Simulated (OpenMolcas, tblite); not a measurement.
## How methods differ on BGeNH6 (SMILES B[NH][GeH3])

BGeNH6 has 9 atoms, charge 0, and is taken as a singlet. SMILES: `B[NH][GeH3]`. The shape is that of a PBE0-D4/def2-TZVP optimisation.

```xyz
9

B    -0.8740    0.6295   -1.1629
N    -0.0233    0.6871   -0.0627
Ge    0.6652   -0.7614    0.8666
H    -1.2179   -0.4407   -1.5810
H    -1.2491    1.6470   -1.6748
H     0.2539    1.5984    0.2725
H     2.2016   -0.7148    0.8049
H     0.1149   -2.0152    0.1846
H     0.2173   -0.6760    2.3357
```

Quantity: the vertical ionisation energy (to the doublet cation), in eV. The values are calculated.

| level | kind | program | value (eV) | less CCSD(T)/6-31G* | CPU time (all runs) |
| --- | --- | --- | --- | --- | --- |
| GFN2-xTB | semi-empirical | tblite | 13.94 | +3.80 | under 2 s |
| GFN1-xTB | semi-empirical | tblite | 14.84 | +4.70 | under 2 s |
| IPEA1-xTB | semi-empirical | tblite | 16.17 | +6.03 | under 2 s |
| HF/6-31G* (spherical functions) | Hartree–Fock | OpenMolcas | 9.11 | -1.03 | 21 s |
| SVWN5/6-31G* (spherical functions) | LDA | OpenMolcas | 10.16 | +0.02 | 3.1 min |
| PBE/6-31G* (spherical functions) | GGA | OpenMolcas | 10.06 | -0.08 | 1.8 min |
| TPSS/6-31G* (spherical functions) | meta-GGA | OpenMolcas | 10.12 | -0.02 | 3.7 min |
| PBE0/6-31G* (spherical functions) | global hybrid | OpenMolcas | 10.27 | +0.13 | 1.8 min |
| CCSD(T)/6-31G* (spherical functions), open shells restricted | coupled cluster or CI | OpenMolcas | 10.14 | 0.00 | 81 s |

CCSD(T)/6-31G* (spherical functions), open shells restricted is the highest level here, not the true value. All-electron rows without a relativistic Hamiltonian named are non-relativistic. The values span 9.11 to 16.17 eV. The xTB values lack the empirical shift that such differences need. In the correlated wave-function rows the outer d shell of Ge is correlated, in sets not made for it. CPU times are rough (shared hosts, several kinds of processor and program).
